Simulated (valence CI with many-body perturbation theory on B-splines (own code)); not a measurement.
Results of a calculation; reference values are marked as such.
# From CI to CI+MBPT in Te XXXIX

Method: valence CI with perturbative core correlation (CI+MBPT): four valence electrons over a frozen Dirac-Fock core [Ne], radial functions for each j: 11 s, 11 p, 9 d, 7 f, 5 g, 2 h, 1 i, with the one-electron correlation potential Σ1, the two-electron term Σ2, the three-electron term Σ3, Breit, model QED; selected CI, second order for the rest (own B-spline code, finite nucleus).

The last digits are not significant, and no measured levels were compared; by estimate large intervals hold to a few tenths of a per cent, small ones and those within an open d or f shell to about a per cent.

Each rung adds one term. CI alone is the Dirac-Coulomb CI over the frozen core; QED comes last and gives the full result, which names the levels. Energies are above (3s^2 3p1/2^2) J=0 on the same rung, in cm⁻¹.

Levels are named by their leading jj configuration (3d3/2^4 stands for four electrons in 3d with j = 3/2), which in mixed levels can hold well under half, so a name can repeat and another be missing. Letters in brackets count levels of one name in rising energy.

```
                         Level  CI alone     + Σ1     + Σ2     + Σ3  + Breit     Full
        (3s^2 3p1/2 3p3/2) J=1    498363   498962   499515   499646   491556   492530
        (3s^2 3p1/2 3p3/2) J=2    548907   549517   549817   549844   540500   541507
            (3s^2 3p3/2^2) J=2   1082240  1083440  1084270  1084340  1067550  1069450
            (3s^2 3p3/2^2) J=0   1189400  1190600  1190990  1190800  1175280  1177110
        (3s 3p1/2^2 3p3/2) J=2   1275900  1274840  1275600  1276090  1274800  1266220
        (3s 3p1/2^2 3p3/2) J=1   1430280  1429240  1428380  1428710  1427060  1419240
        (3s^2 3p1/2 3d3/2) J=2   1633910  1633000  1632150  1632040  1619540  1618990
    (3s 3p1/2 3p3/2^2) J=2 [a]   1705380  1704910  1706340  1706880  1696560  1690830
        (3s 3p1/2 3p3/2^2) J=3   1782150  1781730  1782190  1782450  1768260  1764260
        (3s^2 3p1/2 3d3/2) J=1   1839330  1838430  1833350  1832590  1822630  1820550
        (3s^2 3p1/2 3d5/2) J=2   1911140  1910710  1908110  1907740  1893960  1891370
        (3s^2 3p1/2 3d5/2) J=3   1918790  1918390  1916790  1916520  1901510  1898350
        (3s 3p1/2 3p3/2^2) J=0   1920590  1920110  1920640  1920950  1912820  1905700
    (3s 3p1/2 3p3/2^2) J=1 [a]   1984150  1983680  1982930  1983100  1973170  1966640
    (3s 3p1/2 3p3/2^2) J=2 [b]   2024800  2024330  2021450  2021410  2009980  2004430
    (3s 3p1/2 3p3/2^2) J=1 [b]   2071570  2071050  2066860  2066850  2058640  2051050
        (3s^2 3p3/2 3d5/2) J=2   2301300  2301500  2301970  2302150  2279890  2278370
        (3s^2 3p3/2 3d5/2) J=4   2328800  2329050  2328560  2328310  2302300  2303270
        (3s^2 3p3/2 3d3/2) J=2   2337870  2337500  2332270  2331600  2313590  2312230
        (3s^2 3p3/2 3d3/2) J=1   2338160  2337840  2333720  2333130  2314840  2314040
        (3s^2 3p3/2 3d3/2) J=3   2343170  2342900  2339020  2338230  2316920  2317080
        (3s^2 3p3/2 3d3/2) J=0   2349830  2349500  2345650  2344930  2327130  2326870
        (3s 3p1/2^2 3d3/2) J=1   2426340  2423760  2422760  2422780  2419340  2409290
        (3s 3p1/2^2 3d3/2) J=2   2455300  2452770  2451580  2451570  2447140  2436960
        (3s^2 3p3/2 3d5/2) J=3   2530800  2530930  2526280  2525110  2500560  2501200
        (3s^2 3p3/2 3d5/2) J=1   2541920  2542120  2539140  2538150  2516130  2515540
              (3s 3p3/2^3) J=2   2587920  2588010  2583900  2583390  2564810  2560180
        (3s 3p1/2^2 3d5/2) J=3   2608480  2606450  2604610  2604490  2594920  2585260
        (3s 3p1/2^2 3d5/2) J=2   2651790  2649710  2648230  2648440  2641460  2629890
              (3s 3p3/2^3) J=1   2716180  2716260  2710840  2710220  2693010  2687380
(3s 3p1/2 3p3/2 3d3/2) J=2 [a]   2815250  2813180  2811780  2811870  2803840  2792590
```

How does the ionisation energy move along the ladder, and which term matters most?

CI alone 2703.8, + Σ1 2704.8, + Σ2 2704.8, + Σ3 2704.6, + Breit 2701.9, + QED 2702.0 eV. The largest step is Breit, -2.7 eV. NIST lists 2700 ± 4 eV (theoretical).
